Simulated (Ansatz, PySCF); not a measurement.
System: C2F5, charge 0, multiplicity 2. It need not be the lowest isomer of its formula. SMILES: F[C](F)C(F)(F)F
Geometry from a B3LYP-D3(BJ)/def2-TZVP (Ansatz, a first-principles code) optimisation:
```
C
F 1 1.3353
F 1 1.3353 2 109.29
F 1 1.3472 2 108.06 3 117.37
C 1 1.5180 2 109.84 4 122.07
F 5 1.3204 1 114.39 2 174.49
F 5 1.3204 6 112.11 1 -132.36
```
Charge 0, spin multiplicity 2.

Wanted: atomisation energy (electronic, to ground-state atoms), in eV. Cores are frozen in the correlated levels unless marked. UHF or UKS for open shells. No spin-orbit coupling. Non-relativistic. The coupled-cluster limit lacks core correlation, which all-electron functionals hold. CBS(X,Y): correlation extrapolated as X^-3; Hartree-Fock from the larger set. The bracket is a focal-point correction in the basis named.

| level | program | atomisation energy (eV) |
|---|---|---|
| HF/cc-pVTZ | Ansatz | 18.78 |
| HF-D4/def2-TZVPD | PySCF + dftd4 | 19.23 |
| r2SCAN/def2-TZVPD | Ansatz | 29.29 |
| PBE0-D4/def2-TZVPD | Ansatz + dftd4 | 29.16 |
| M06-2X/def2-TZVPD | PySCF | 29.01 |
| MP2/cc-pVDZ | Ansatz | 27.38 |
| RI-MP2/cc-pVQZ | Ansatz | 30.04 |

**Question.** Predict the RI-MP2/CBS(cc-pVTZ,cc-pVQZ)+[CCSD(T)-MP2]/cc-pVTZ result (Ansatz).

**Answer.** 28.69 eV, so RI-MP2/cc-pVQZ differs from it by 1.35 eV.
